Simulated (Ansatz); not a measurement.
Coupled-cluster diagnostics for Te4, Ansatz.

Geometry of the singlet (PBE-D4/def2-SVP):

```csv
atom,x (Å),y (Å),z (Å)
Te1,-0.2218,-1.2561,0.5980
Te2,1.8062,0.8699,-2.6547
Te3,0.2236,1.2558,-0.5966
Te4,-1.8080,-0.8696,2.6533
```

In the def2 sets Te takes a core potential; there is no spin–orbit coupling. Correlated methods freeze 16 core orbitals; core or outer-core shells of Te are correlated, in sets that lack core-valence functions. Another isomer (singlet) lies 0.64 eV lower at PBE0-D4/def2-TZVP; other spin states weren't run for this one.

(1) Estimate the CCSD(T) correlation energy, the shares of MP2 and (T), T1 and the reference's ⟨S²⟩ for: charge 0, singlet, own geometry in def2-SVP; and the rough time on 4 threads of Arm Neoverse N1 on a shared host.

## Answers

(1) 
```csv
state,basis,correlation (eV),MP2 share (%),(T) share (%),T1,⟨S²⟩ (pure),wall time,remarks
"charge 0, singlet, own geometry",def2-SVP,-15.108,93.4,7.0,0.020,0.00 (0.00),72 s,"flagged by the program, restricted SCF unstable"
```
Customary marks for T1 are 0.02 (closed shells), 0.045 (open shells) and about 0.05 (3d metals). T1 stays under 0.02 throughout.
